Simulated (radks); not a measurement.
Ge IV, 29 electrons, occupied as [Ar] 3d10 4s1. Calculated with a radial shooting solver on a logarithmic mesh with Libxc functionals: scalar-relativistic Kohn-Sham, LDA (Slater exchange, Perdew-Wang correlation), spin-polarised, spherical densities, finite nucleus; open shells are filled with parallel spins first; Fermi nuclear charge, rms radius 4.0742 fm.

Radial electron density D(r) = 4 pi r^2 rho(r):

r (bohr),D(r) (e/bohr),spin D(r)
0.002327,1.538,0.00120
0.002645,1.933,0.00151
0.00303,2.457,0.00191
0.003444,3.070,0.00239
0.003914,3.821,0.00297
0.004485,4.799,0.00372
0.005097,5.919,0.00457
0.005793,7.262,0.00559
0.006637,8.964,0.00688
0.007543,10.85,0.00828
0.008642,13.18,0.00999
0.009822,15.68,0.0118
0.01116,18.46,0.0137
0.01279,21.69,0.0159
0.01454,24.90,0.0178
0.01652,28.18,0.0197
0.01893,31.55,0.0212
0.02151,34.42,0.0220
0.02445,36.79,0.0219
0.02801,38.53,0.0206
0.03184,39.26,0.0181
0.03618,39.03,0.0144
0.04146,37.82,0.00944
0.04712,36.03,0.00455
0.05355,34.05,0.000507
0.06135,32.35,-0.00131
0.06973,31.73,0.000820
0.07925,32.50,0.00771
0.0908,34.94,0.0202
0.1032,38.37,0.0350
0.1182,42.27,0.0499
0.1344,44.98,0.0577
0.1527,45.66,0.0547
0.175,43.50,0.0375
0.1989,38.97,0.0117
0.226,33.12,-0.0141
0.259,27.29,-0.0270
0.2943,23.77,-0.0147
0.3345,22.93,0.0219
0.3832,24.53,0.0724
0.4356,26.95,0.106
0.495,28.55,0.106
0.5672,28.06,0.0639
0.6446,25.28,0.00720
0.7326,20.86,-0.0255
0.8394,15.53,0.0102
0.954,10.90,0.129
1.084,7.224,0.313
1.242,4.495,0.525
1.412,2.860,0.678
1.617,1.795,0.734
1.838,1.167,0.674
2.089,0.7393,0.532
2.394,0.4210,0.349
2.721,0.2203,0.197
3.092,0.09924,0.0932
3.543,0.03486,0.0337
4.026,0.01048,0.0103
4.576,0.002477,0.00245
5.243,0.0003973,0.000395

D(r) has 3 maxima, at r = 0.0329, 0.148, 0.515 bohr, and minima at 0.0697, 0.327 bohr, inside which lie 2.09, 10.98 electrons.
